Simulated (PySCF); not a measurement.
Computed IR spectrum (relative IR intensity) of a molecule C6H8. The structure is a stationary point at PBE-D3(BJ)/def2-SVP. One conformer was computed; it need not be the lowest. Method: PBE-D3(BJ)/def2-SVP (PySCF). Harmonic, unscaled wavenumbers; measured fundamentals usually lie a few per cent lower.

ν (cm⁻¹): 246 (vw), 500 (w), 502 (w), 569 (vw), 633 (s), 643 (s), 734 (vw), 924 (vw), 1305 (w), 1398 (vw), 1406 (w), 2159 (w), 2976 (w), 2997 (m), 3002 (s), 3005 (w), 3055 (w), 3069 (w), 3075 (s), 3409 (vs) (against the strongest line: vs over 80 %, s over 45 %, m over 15 %, w over 4 %, vw less)

Task: Which molecule gave these data?
A) C#CCCC=C
B) C#CCC(=C)C
C) C=C=CC1CC1
D) C#CC1CCC1

Result: D, C#CC1CCC1
